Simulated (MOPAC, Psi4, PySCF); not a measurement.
Internal rotation in SMILES O[Si](O)(O)O. Scanned: dihedral H6–O1–Si2–O3; all other coordinates were relaxed at GFN2-xTB. Heavy atoms are numbered in the order of the SMILES O[Si](O)(O)O, hydrogens after them in the order of the atoms that carry them; the mirror image has the same energies with the sign of each dihedral reversed.

Methods: PM6, restricted, heats of formation // GFN2-xTB (MOPAC); RHF/LANL2DZ = restricted Hartree-Fock/LANL2DZ, with its core potentials past Ne // GFN2-xTB (PySCF); RKS-B3LYP/LANL2DZ = PySCF 2.14.0 with restricted B3LYP/LANL2DZ, with its core potentials past Ne // GFN2-xTB; MP2/cc-pVTZ = DF-MP2 (frozen core)/cc-pVTZ // GFN2-xTB in Psi4 1.11.

Energies relative to the lowest point of each profile, in kcal/mol; the last columns give the difference from MP2:

| φ / ° | PM6 | RHF/LANL2DZ | RKS-B3LYP/LANL2DZ | MP2/cc-pVTZ | PM6 − MP2/cc-pVTZ | RHF/LANL2DZ − MP2/cc-pVTZ | RKS-B3LYP/LANL2DZ − MP2/cc-pVTZ |
|---|---|---|---|---|---|---|---|
| 0 | 0.77 | 0.82 | 0.94 | 0.98 | -0.21 | -0.16 | -0.04 |
| 10 | 0.51 | 0.38 | 0.47 | 0.60 | -0.09 | -0.23 | -0.13 |
| 20 | 0.29 | 0.11 | 0.16 | 0.29 | 0.01 | -0.17 | -0.13 |
| 30 | 0.11 | 0.00 | 0.00 | 0.08 | 0.03 | -0.08 | -0.08 |
| 40 | 0.01 | 0.06 | 0.01 | 0.00 | 0.01 | 0.06 | 0.01 |
| 50 | 0.00 | 0.27 | 0.19 | 0.05 | -0.05 | 0.22 | 0.14 |
| 60 | 0.07 | 0.60 | 0.50 | 0.23 | -0.16 | 0.37 | 0.27 |
| 70 | 0.20 | 1.02 | 0.91 | 0.52 | -0.32 | 0.50 | 0.39 |
| 80 | 0.39 | 1.48 | 1.37 | 0.87 | -0.48 | 0.61 | 0.50 |
| 90 | 0.59 | 1.95 | 1.84 | 1.24 | -0.65 | 0.71 | 0.60 |
| 100 | 0.80 | 2.37 | 2.26 | 1.59 | -0.79 | 0.78 | 0.68 |
| 110 | 1.01 | 2.73 | 2.62 | 1.86 | -0.84 | 0.87 | 0.76 |

PM6 is furthest from MP2/cc-pVTZ at 110 (-0.84 kcal/mol, below); its mean absolute difference over the points is 0.30 kcal/mol.

RHF/LANL2DZ is furthest from MP2/cc-pVTZ at 110 (0.87 kcal/mol, above); its mean absolute difference over the points is 0.40 kcal/mol.

RKS-B3LYP/LANL2DZ is furthest from MP2/cc-pVTZ at 110 (0.76 kcal/mol, above); its mean absolute difference over the points is 0.31 kcal/mol.
